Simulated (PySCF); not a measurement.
sulfur difluoride (F2S), singlet, at a GFN2-xTB geometry, with bond 1-2 at 1.25 times its length; PBE/def2-SVP (PySCF).

The PySCF input:
```python
from pyscf import gto, scf, dft

mol = gto.Mole()
mol.atom = '''
    F    -1.527201   -0.788059   -0.002103
    S    -0.004266    0.570466   -0.006564
    F     1.230198   -0.497808    0.014666
'''
mol.basis = 'def2-svp'
mol.charge = 0
mol.spin = 0
mol.verbose = 4
mol.build()

mf = dft.RKS(mol)
mf.xc = 'pbe'
mf.kernel()
mo_i, mo_e, stable_i, stable_e = mf.stability(internal=True, external=True, return_status=True, nroots=6, tol=1e-6)
print('internally stable:', stable_i, ' externally stable:', stable_e)
if not stable_e:
    umf = mf.to_uhf() if not hasattr(mf, 'xc') else mf.to_uks()
    umf.scf_summary = {}
    umf.kernel(umf.make_rdm1(mo_e, umf.mo_occ))
```

**Question.** What does PySCF print? Leave out banner, timings and long lists.

**Answer.** 
```
PySCF version 2.14.0

[INPUT] verbose = 4
[INPUT] num. atoms = 3
[INPUT] num. electrons = 34
[INPUT] charge = 0
[INPUT] spin (= nelec alpha-beta = 2S) = 0
[INPUT] symmetry False subgroup None
[INPUT] Mole.unit = angstrom
[INPUT] Symbol           X                Y                Z      unit          X                Y                Z       unit  Magmom
[INPUT]  1 F     -1.527201000000  -0.788059000000  -0.002103000000 AA   -2.885991627162  -1.489215679999  -0.003974094040 Bohr   0.0
[INPUT]  2 S     -0.004266000000   0.570466000000  -0.006564000000 AA   -0.008061571647   1.078024503376  -0.012404162282 Bohr   0.0
[INPUT]  3 F      1.230198000000  -0.497808000000   0.014666000000 AA    2.324737298988  -0.940720782617   0.027714723343 Bohr   0.0

nuclear repulsion = 99.4712390706604
number of shells = 20
number of NR pGTOs = 84
number of NR cGTOs = 46
basis = def2-svp
ecp = {}

******** <class 'pyscf.dft.rks.RKS'> ********
method = RKS
initial guess = minao
damping factor = 0
level_shift factor = 0
DIIS = <class 'pyscf.scf.diis.CDIIS'>
diis_start_cycle = 1
diis_space = 8
diis_damp = 0
SCF conv_tol = 1e-09
SCF conv_tol_grad = None
SCF max_cycles = 50
direct_scf = True
direct_scf_tol = 1e-13
XC library pyscf.dft.libxc version 7.1.2
    S. Lehtola, C. Steigemann, M. J. T. Oliveira, and M. A. L. Marques,  SoftwareX 7, 1–5 (2018)
XC functionals = pbe
    J. P. Perdew, K. Burke, and M. Ernzerhof,  Phys. Rev. Lett. 77, 3865 (1996)
    J. P. Perdew, K. Burke, and M. Ernzerhof,  Phys. Rev. Lett. 78, 1396 (1997)
    J. P. Perdew, K. Burke, and M. Ernzerhof,  Phys. Rev. Lett. 77, 3865 (1996)
    J. P. Perdew, K. Burke, and M. Ernzerhof,  Phys. Rev. Lett. 78, 1396 (1997)
radial grids:
    Treutler-Ahlrichs [JCP 102, 346 (1995); DOI:10.1063/1.469408] (M4) radial grids

becke partition: Becke, JCP 88, 2547 (1988); DOI:10.1063/1.454033
pruning grids: <function nwchem_prune>
grids dens level: 3
symmetrized grids: False
atomic radii adjust function: <function treutler_atomic_radii_adjust>
small_rho_cutoff = 0
Set gradient conv threshold to 3.16228e-05
Initial guess from minao.
tot grids = 47408
init E= -597.197462475467
cycle= 1 E= -596.953925677099  delta_E= 0.244  |g|= 0.889  |ddm|= 1.88
cycle= 2 E= -592.406712277041  delta_E= 4.55  |g|= 3.41  |ddm|= 3.67
cycle= 3 E= -596.554460881824  delta_E= -4.15  |g|= 1.69  |ddm|=  3.6
cycle= 4 E= -597.120930919038  delta_E= -0.566  |g|= 0.181  |ddm|= 1.12
cycle= 5 E= -597.129874323172  delta_E= -0.00894  |g|= 0.0773  |ddm|= 0.296
cycle= 6 E= -597.131948782085  delta_E= -0.00207  |g|= 0.0105  |ddm|= 0.106
cycle= 7 E= -597.131975769004  delta_E= -2.7e-05  |g|= 0.00291  |ddm|= 0.0115
cycle= 8 E= -597.131977698956  delta_E= -1.93e-06  |g|= 0.00125  |ddm|= 0.00331
cycle= 9 E= -597.13197798576  delta_E= -2.87e-07  |g|= 0.000627  |ddm|= 0.000539
cycle= 10 E= -597.131978074593  delta_E= -8.88e-08  |g|= 0.000138  |ddm|= 0.00041
cycle= 11 E= -597.131978080721  delta_E= -6.13e-09  |g|= 1.86e-05  |ddm|= 0.000155
cycle= 12 E= -597.131978080796  delta_E= -7.48e-11  |g|= 2.73e-06  |ddm|= 1.3e-05
Extra cycle  E= -597.131978080783  delta_E= 1.34e-11  |g|= 8.54e-06  |ddm|= 8.29e-06
converged SCF energy = -597.131978080783
rhf_internal: lowest eigs of H = [0.30981291 0.57551605 0.58441534 0.63786092 0.81201502 0.84218668]
<class 'pyscf.dft.rks.RKS'> wavefunction is stable in the internal stability analysis

WARN: QR decomposition removed 1 vectors.

rhf_real2complex: lowest eigs of H = [0.0452592  0.11667993 0.12012178 0.1240104  0.17087453 0.19543116]
<class 'pyscf.dft.rks.RKS'> wavefunction is stable in the real -> complex stability analysis
rhf_external: lowest eigs of H = [0.00864312 0.08007302 0.08103351 0.08621024 0.09482227 0.18415635]
<class 'pyscf.dft.rks.RKS'> wavefunction is stable in the RHF/RKS -> UHF/UKS stability analysis
internally stable: True  externally stable: True
```
